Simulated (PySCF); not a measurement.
# Multinuclear NMR of C$_{5}$H$_{7}$NO$_{3}$Si

Geometry:
| atom | x (Å) | y (Å) | z (Å) |
| --- | --- | --- | --- |
| C1 | 2.808 | 0.072 | -0.173 |
| O2 | 1.441 | 0.077 | -0.567 |
| C3 | 0.567 | -0.400 | 0.317 |
| O4 | 0.852 | -0.797 | 1.417 |
| C5 | -0.841 | -0.326 | -0.202 |
| Si6 | -1.548 | 1.388 | 0.437 |
| C7 | -0.908 | -0.291 | -1.631 |
| N8 | -0.964 | -0.270 | -2.773 |
| C9 | -1.728 | -1.363 | 0.409 |
| O10 | -2.822 | -1.655 | 0.018 |
| H11 | 3.349 | 0.584 | -0.964 |
| H12 | 2.930 | 0.587 | 0.781 |
| H13 | 3.167 | -0.954 | -0.070 |
| H14 | -0.684 | 2.400 | -0.164 |
| H15 | -2.922 | 1.435 | -0.040 |
| H16 | -1.430 | 1.349 | 1.891 |
| H17 | -1.274 | -1.825 | 1.305 |

[PySCF 2.14.0 with density-fitted response routines: GIAO PBE0/pcSseg-1 shieldings; GFN2-xTB geometry; no solvent model; non-relativistic; one averaged value for each set of equivalent atoms; single conformer]

Question: Where does 29Si resonate?

Answer: 
| atoms | environment | σ (ppm) | δ (ppm) |
| --- | --- | --- | --- |
| Si6 | silicon bonded to C, 3 H | 387.3 | -38.4 |

Shieldings were converted by a linear fit to measured shifts: 29Si: δ = 279.94 − 0.822σ (rms 8.9 ppm, 72 shifts, 25.8 ppm with the 6 outliers that the fit left out vs TMS, solution or neat liquid). A few per cent of atoms miss by over 2 rms, more outside the fitted compound classes.

On a 600 MHz spectrometer 29Si resonates near 119.2 MHz, so 1 ppm is 119.2 Hz.

Question: Where does 15N resonate?

Answer: 
```tsv
atoms	environment	σ (ppm)	δ (ppm)
N8	nitrile nitrogen	-49.7	-102.3
```

Shieldings were converted by a linear fit to measured shifts: 15N (scatter 6.3 ppm rms vs CH3NO2, solution or neat liquid). A few per cent of atoms miss by over 2 rms, more outside the fitted compound classes.

On a 300 MHz spectrometer 15N resonates near 30.4 MHz, so 1 ppm is 30.4 Hz.

Question: Predict the 17O NMR data.

Answer: 
```csv
atoms,environment,σ (ppm),δ (ppm)
O10,aldehyde oxygen,-362.8,597.2
O4,ester carbonyl oxygen,-94.8,353.0
O2,ester alkoxy oxygen,137.4,141.5
```

Shieldings were converted by a linear fit to measured shifts: 17O: δ = 266.70 − 0.911σ (rms 10.7 ppm, 155 shifts, 12.2 ppm with the 3 outliers that the fit left out vs liquid water, solution or neat liquid). Occasional misses reach two or three times the rms, and more in compound classes unlike the fitted ones.

On a 300 MHz spectrometer 17O resonates near 40.7 MHz, so 1 ppm is 40.7 Hz.
